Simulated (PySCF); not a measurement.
**Spectroscopy problems**

Rapidly exchanging positions averaged, relativity neglected, single conformer, gas phase. Geometry: GFN2-xTB; PBE0/pcSseg-1 with gauge-including orbitals; PySCF.

Referencing at the same level of theory: ¹H (31.72 ppm) and ¹³C (186.93 ppm) vs TMS. Where no couplings were computed, multiplicities follow the n + 1 count of equivalent neighbours, and m marks all less simple cases (inequivalent or close neighbours, rings, F or P nearby). Shifts are as computed. Against solution values, carbons near 30 ppm lie about +3 ppm off and those near 130 ppm about +5 ppm. Of 1211 compounds with measured shifts, 218 miss one by over three times the rms of a fit or turn the order of signals round; such compounds aren't used in these exercises.

(1) C$_{3}$H$_{12}$Si$_{4}$. ¹H NMR (500 MHz, computed): δ 4.81 (m, 1H), 3.63 (d, 3H), 3.60 (d, 3H), 3.17 (m, 1H), 2.02 (d, 1H), 0.44 (d, 3H). ¹³C{¹H} NMR (computed): δ 106.1 (CH), 89.1 (C), -1.3 (CH3). What is it?

(2) C$_{5}$H$_{7}$NO. ¹H NMR (400 MHz, computed): δ 6.83 (s, 1H), 3.94 (s, 3H), 1.90 (s, 3H). ¹³C{¹H} NMR (computed): δ 167.3 (CH), 124.2 (C), 94.5 (C), 60.7 (CH3), 14.4 (CH3). Give a structure.

Results:

(1) SMILES C(#C)[Si@@H](C)[SiH]([SiH3])[SiH3]. Rings plus π bonds: 2 (no ring in the answer). 3 carbon signals for 3 carbons: no two carbons are equivalent. Carbon types of the structure: 1 × C, 1 × CH, 1 × CH3, leaving 8 H on heteroatoms. δC 106.1: terminal alkyne carbon. δC 89.1: alkyne carbon; sp carbons lie upfield of alkene carbons because the cylindrical π system leaves one tensor component strongly shielded. δH 2.02: hydrogen on a terminal alkyne carbon; it lies on the axis of the triple bond, in its shielding cone. δH 0.44: hydrogen on a methyl carbon bonded to Si; an electropositive neighbour shields it, as in TMS itself.

The data come from this structure; uniqueness wasn't tested.

(2) `CO/C=C(\C)C#N`. Rings plus π bonds: 3 (no ring in the answer). 5 carbon signals for 5 carbons: no two carbons are equivalent. Carbon types of the structure: 2 × C, 1 × CH, 2 × CH3, which accounts for all hydrogens. δC 167.3: alkene carbon bearing oxygen; an sp2 carbon further deshielded by the attached heteroatom. δC 124.2: nitrile carbon; C≡N carbons fall here, among the sp2 signals but without a proton. δC 94.5: β carbon of an enol-ether or enamine type C=C; the O or N lone pair pushes π density onto this β carbon and shields it. δC 60.7: methyl carbon bonded to O; deshielded by the electronegative neighbour.

This is the structure that produced the data.
